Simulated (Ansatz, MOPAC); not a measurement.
Dimer: C2H2 (SMILES C#C) (first 4 atoms) with C2H6O (SMILES COC); geometry from B3LYP-D3(BJ)/def2-TZVP, rigid monomers moved along the line of their centres of mass till H4···O6 is 2.97 Å.
(charge 0, multiplicity 1):
```xyz
13

C      0.53635     0.04169    -0.21938
C      0.05304     0.00578     0.87661
H      0.96403     0.07327    -1.19150
H     -0.37419    -0.02477     1.85747
C     -0.61325     1.40363     5.19643
O     -0.89053     0.08095     4.78074
C     -0.03259    -0.86902     5.38127
H      0.41044     1.69745     4.93330
H     -0.74291     1.51230     6.27998
H     -1.31569     2.05915     4.68466
H      1.01672    -0.67520     5.12648
H     -0.31696    -1.84910     5.00230
H     -0.13684    -0.86066     6.47294
```

Interaction energies are E(AB) − E(A) − E(B) at the monomers' geometry in the complex; basis-set methods are counterpoise corrected.

Frozen-core correlation. The state that PM7 reach isn't checked; PM7 holds dispersion and hydrogen-bond terms.

Codes used: Ansatz (a first-principles code) with Gaussian orbitals; MOPAC for PM7 (differences of heats of formation). Each number belongs to the level named beside it.

Q: Give the interaction energy at the level PM7.

A: -1.1 kcal/mol
